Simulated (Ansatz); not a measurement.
Relaxation of AlF$_{3}$H$_{2}$O (7 atoms, charge 0, multiplicity 1), to a largest force component of 0.03 eV/Å in at most 50 steps.

Level of theory: Ansatz, RHF/def2-SVP.

```xyz
7
Properties=species:S:1:pos:R:3
Al 0.023 -0.450 -0.496
F 0.034 -0.103 2.362
F 1.419 0.337 -0.805
F -1.391 0.144 -1.062
O 0.061 -1.992 0.301
H -0.606 -2.654 0.225
H 0.140 -1.004 2.273
```

Q: Where does it end, and by what steps?

A: It converged. The force dipped under the threshold on the way, but the program's further checks kept it going. After 20 steps the energy has fallen by 0.490 eV; F2 moved furthest, 0.59 Å. Joined: Al1–F2 (2.88 → 1.97 Å).

```
step  energy less start (eV)  largest force component (eV/Å)  accepted
   0                  0.0000                           1.238       yes
   1                 -0.1370                           0.670       yes
   2                 -0.2989                           0.784       yes
   3                 -0.4302                           0.342       yes
   4                 -0.4444                           0.232       yes
   5                 -0.4594                           0.314       yes
   6                 -0.4669                           0.341       yes
   7                 -0.4754                           0.273       yes
   8                 -0.4665                           0.494        no
   9                 -0.4811                           0.093       yes
  10                 -0.4837                           0.126       yes
  11                 -0.4861                           0.183       yes
  12                 -0.4873                           0.130       yes
  13                 -0.4837                           0.836        no
  14                 -0.4893                           0.025       yes
  15                 -0.4880                           0.471        no
  16                 -0.4898                           0.012       yes
  17                 -0.4896                           0.234        no
  18                 -0.4901                           0.034       yes
  19                 -0.4899                           0.063        no
  20                 -0.4902                           0.024       yes
```

```xyz
7
Properties=species:S:1:pos:R:3
Al -0.020 -0.415 -0.150
F 0.041 -0.017 1.781
F 1.423 0.130 -0.721
F -1.374 0.354 -0.681
O -0.139 -2.003 0.463
H -0.226 -2.859 0.085
H -0.024 -0.912 2.020
```

Whether the end is a true minimum wasn't checked by a vibrational analysis.

The run took 24 s on 1 thread of Arm Neoverse V2, with other jobs on the host, peak memory 0.15 GiB.
